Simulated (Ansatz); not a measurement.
Total energies of C4H6ClFO2Ti (`[CH3][Ti-]1([F])([Cl])[O]C=CC=[O+]1`).

Cartesian coordinates in Å:
```
C 1.768 -1.458 -0.547
Ti -0.273 -1.210 -0.506
F -0.515 -2.772 0.278
Cl -1.163 -1.503 -2.503
O 0.192 0.739 -0.883
C -0.091 1.825 -0.319
C -0.861 1.937 0.838
C -1.389 0.802 1.422
O -1.223 -0.387 1.006
H 1.970 -2.516 -0.724
H 2.131 -1.175 0.448
H 2.227 -0.827 -1.307
H 0.300 2.735 -0.787
H -1.062 2.908 1.266
H -2.010 0.902 2.317
```

Total charge 0; spin multiplicity 1. Correlated methods include outer-core shells of Ti, which these sets cover unevenly. Scalar relativity is left out up to krypton. The structure was optimised at the PBE0-D4/def2-TZVP level. Basis def2-TZVPP, the Gaussian-basis code of Ansatz.

RPA on PBE orbitals: Hartree–Fock energy of these orbitals -1712.22851 Eh, correlation -3.11171 Eh (frozen core).

```
             functional  energy without D4 (Eh)  D4 term (kJ/mol)
            LDA (SPW92)             -1709.74497                 –
                    PBE             -1715.53239             -44.3
                 revPBE             -1716.07796            -125.2
                   BLYP             -1716.32764             -94.6
                 r2SCAN             -1716.13455             -11.8
                 B97M-V             -1715.98691                 –
                   PBE0             -1715.57642             -38.2
                  B3LYP             -1716.41749             -70.8
                r2SCANh             -1716.08938             -12.6
                r2SCAN0             -1716.02594             -13.9
HSE06 (plane-wave form)             -1715.54112             -35.8
                  BHLYP             -1716.12092             -56.0
              CAM-B3LYP             -1716.26357             -39.2
                LC-ωPBE             -1715.80065                 –
                ωB97X-V             -1716.04851                 –
                ωB97M-V             -1716.15705                 –
                 B2PLYP             -1715.80142                 –
               PBE-QIDH             -1715.31697                 –
```

B3LYP takes the VWN-RPA correlation (the form of Gaussian; ORCA's B3LYP/G). HSE06 is the plane-wave form, built on full-range PBE exchange. The double hybrids freeze the cores in their second-order part.

LC-ωPBE has ω = 0.4 bohr⁻¹.
